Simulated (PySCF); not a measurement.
C4H5BO2, SMILES C#CB(O)C(C)=O. Atoms are numbered in the order given.

```xyz
12

C      2.7599     0.3461    -0.6652
C      1.6450    -0.0724    -0.3899
B      0.2287    -0.5656    -0.0867
O     -0.1124    -1.8786    -0.1020
C     -0.9089     0.4678     0.3609
C     -2.0407     0.8897    -0.5357
O     -0.8011     0.8589     1.5148
H      3.7417     0.7176    -0.9007
H      0.6429    -2.4617    -0.2628
H     -2.7001     1.6018    -0.0184
H     -1.6386     1.3414    -1.4589
H     -2.6132    -0.0006    -0.8480
```

Geometry: r2SCAN-D4/def2-SVP. The structure was generated by enumeration, and PubChem lists no compound with its InChIKey, so it may never have been made. The values are those of a single conformer.

These are r2SCAN-D4/def2-SVP (PySCF) values and carry that method's errors.

No scaling factor is applied to the harmonic values.

Computed harmonic wavenumbers and intensities:
| mode | ν (cm⁻¹) | IR (km/mol) | moving atoms (share of kinetic energy) |
|---|---|---|---|
| 1 | 21 | 3.7 | O 42 %, C 40 %, H 18 % |
| 2 | 108 | 3.9 | C 42 %, O 33 %, H 18 % |
| 3 | 125 | 9.8 | C 38 %, O 30 %, H 27 % |
| 4 | 142 | 0.9 | H 83 %, O 9 % |
| 5 | 224 | 0.2 | O 47 %, C 35 %, H 14 % |
| 6 | 243 | 6.0 | C 65 %, O 17 %, H 15 % |
| 7 | 361 | 3.5 | C 49 %, O 31 %, H 15 % |
| 8 | 502 | 29.9 | C 55 %, H 23 %, O 17 % |
| 9 | 558 | 14.4 | C 56 %, H 30 %, O 12 % |
| 10 | 615 | 23.9 | H 49 %, B 28 %, O 13 %, C 10 % |
| 11 | 648 | 17.2 | C 41 %, H 31 %, O 24 % |
| 12 | 680 | 41.9 | H 77 %, C 23 % |
| 13 | 683 | 101.3 | B 45 %, H 30 %, C 14 %, O 11 % |
| 14 | 744 | 33.1 | H 76 %, C 24 % |
| 15 | 894 | 73.9 | C 39 %, H 30 %, B 20 %, O 11 % |
| 16 | 954 | 27.6 | H 58 %, C 22 %, B 12 % |
| 17 | 982 | 26.0 | H 51 %, C 44 % |
| 18 | 1124 | 154.4 | H 53 %, C 29 %, B 12 % |
| 19 | 1272 | 107.5 | B 36 %, H 28 %, C 28 % |
| 20 | 1342 | 74.4 | H 57 %, C 29 %, B 11 % |
| 21 | 1399 | 121.6 | B 55 %, O 18 %, C 17 %, H 10 % |
| 22 | 1420 | 37.1 | H 90 % |
| 23 | 1432 | 26.5 | H 95 % |
| 24 | 1757 | 115.7 | C 60 %, O 38 % |
| 25 | 2149 | 48.6 | C 90 %, H 9 % |
| 26 | 3021 | 1.3 | H 97 % |
| 27 | 3113 | 2.4 | H 91 %, C 9 % |
| 28 | 3158 | 6.9 | H 90 %, C 10 % |
| 29 | 3461 | 55.7 | H 86 %, C 14 % |
| 30 | 3816 | 76.0 | H 94 % |
